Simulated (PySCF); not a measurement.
Species: C7H9O2 (charge -1).
SMILES: `O=C([O-])/C=C/C1CCC1`

The closed-shell SCF was solved with PySCF and density fitting under several settings on one GFN2-xTB geometry (grid level 2 and gas phase unless stated).

```csv
settings,basis functions,SCF cycles,E (Eh),HOMO (eV),LUMO (eV)
PBE0/pcSseg-1,198,16,-422.0910,-1.12,4.06
PBE0/6-311G**,216,16,-422.2350,-0.93,4.05
"BHandHLYP/def2-SVPD, fitting basis def2-universal-jkfit",258,11,-422.0886,-3.22,3.66
B97-D/ANO-RCC-VDZP,171,20,-422.4385,0.47,2.40
"PBE0/MINI, start guess huckel",54,22,-418.8646,0.05,3.67
```

**Question.** Estimate the row for these settings: BLYP/pcSseg-1, grid level 4, start guess atom.

**Answer.** 
```tsv
settings	basis functions	SCF cycles	E (Eh)	HOMO (eV)	LUMO (eV)
BLYP/pcSseg-1, grid level 4, start guess atom	198	17	-422.4261	0.75	3.28
```

**Question.** Over all rows, what range does the HOMO–LUMO gap span?

**Answer.** From 1.93 eV (B97-D/ANO-RCC-VDZP) to 6.88 eV (BHandHLYP/def2-SVPD, fitting basis def2-universal-jkfit). The functional of the narrowest has no exact exchange, that of the widest 50 % exact exchange.

**Question.** Compare two rows with the functional PBE0: PBE0/MINI, start guess huckel and PBE0/6-311G**. Which energy is lower, and by how much?

**Answer.** PBE0/6-311G** (216 functions) lies 3.3704 Eh or 2115 kcal/mol below PBE0/MINI, start guess huckel (54 functions).

B97-D ran without the empirical dispersion term, which would shift the total energy alone. Cycle counts include a coarse-grid stage where the run had one. All basis functions are spherical, in the Pople sets too. ANO-RCC sets were contracted for a scalar-relativistic Hamiltonian, but ran non-relativistically here. The HOMO energy is positive at B97-D/ANO-RCC-VDZP, BLYP/pcSseg-1 and PBE0/MINI; such an orbital is held in place by the finite basis.

The values belong to the conformer `[O:1]=[C:2]([O-:3])/[CH:4]=[CH:5]/[CH:6]1[CH2:7][CH2:8][CH2:9]1`: O1–C2–C4–C5 1°, C4–C5–C6–C7 -128°.
